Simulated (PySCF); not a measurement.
# An excited-state table with gaps

SbMe2Cl, C₂H₆ClSb.
SMILES: `[CH3][Sb]([CH3])[Cl]`

The calculation used PySCF 2.14.0, density-fitted response routines, TDDFT wB97X-D/def2-SVPD, vertical, gas phase, core orbitals frozen in the response, def2 core potentials past Kr. Isolated species at its PBE0-D3(BJ)/def2-SVP geometry, gas phase. Spin–orbit coupling is left out. Note that the optimisation stopped short of convergence; the values belong to its last geometry.

Orbital energies (eV): HOMO-3 -11.26, HOMO-2 -10.77, HOMO-1 -10.05, HOMO -8.84, LUMO 0.33, LUMO+1 1.43, LUMO+2 2.15.

Lowest singlets, with some entries withheld (?).

```tsv
state	ν̃ (cm⁻¹)	f	main configurations (H = HOMO, L = LUMO)
S1	37690	?	H→L (97%)
S2	?	0.0019	?
S3	49630	0.170	H→L+1 (94%)
S4	52070	0.029	H-2→L (92%)
S5	?	?	?
S6	55760	?	H-3→L (94%)
S7	58970	0.0018	H→L+3 (37%), H-1→L+1 (29%), H→L+2 (27%)
S8	59870	0.164	?
S9	64250	0.012	H-2→L+1 (93%)
S10	64760	0.397	H-4→L (61%), H-3→L+1 (17%)
```

(1) Fill in the withheld entries.

(2) What is the mean static polarisability from the same response equations?

(3) What is the vertical ionisation energy by ΔSCF at this level?

(4) How far apart are S3 and S7, in eV and cm⁻¹?

Results:

(1) 
- S1: f = 0.056
- S2: ν̃ = 45920 cm⁻¹; H-1→L (98%)
- S5: ν̃ = 54540 cm⁻¹; f = 0.159; H→L+2 (64%), H→L+3 (28%)
- S6: f = 0.032
- S8: H-1→L+1 (57%), H→L+3 (28%)

(2) 83.3 au (12.35 Å³), with principal values 75.6, 84.9 and 89.6 au.

(3) 9.15 eV; −ε(HOMO) is 8.84 eV.

(4) 7.312 − 6.153 = 1.159 eV, or about 9340 cm⁻¹.

Hardware: one thread of an x86-64 server, no GPU (shared host). Cost: 52 s wall.
